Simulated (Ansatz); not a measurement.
Frontier orbitals of CH$_{6}$BNSZn (`B[S][Zn][CH2]N`).

Charge 0, multiplicity 1. For Zn the d shell is correlated and the shells below it are frozen. Scalar relativity is left out up to krypton. The structure was optimised at the PBE0-D4/def2-TZVP level. It is one conformer, not always the lowest. Basis def2-TZVPP, the Gaussian-basis code of Ansatz.

```tsv
functional	HOMO (eV)	LUMO (eV)	gap (eV)
PBE	-5.03	-2.11	2.92
BLYP	-4.92	-1.93	2.99
PBE0	-6.15	-1.20	4.95
B3LYP	-5.98	-1.38	4.60
r2SCANh	-5.64	-1.50	4.14
BHLYP	-7.23	-0.19	7.04
ωB97M-V	-8.33	0.71	9.04
```

**Question.** What is the vertical ionisation energy at frozen-core CCSD(T)/def2-TZVPP? (Estimate.)

**Answer.** Ansatz gave: 8.27 eV (T1 of the cation 0.026).

From PBE to PBE0 the HOMO moves by −1.12 eV and the LUMO by +0.91 eV, and with ωB97M-V by −3.29 and +2.82 eV, so the gap grows from 2.92 to 9.04 eV with exact exchange. A positive LUMO is unbound and depends on the basis. −ε(HOMO) differs from that ionisation energy by −3.23 eV with PBE and +0.06 eV with ωB97M-V.

B3LYP here is the variant with VWN-RPA as its local correlation; programs differ in this.
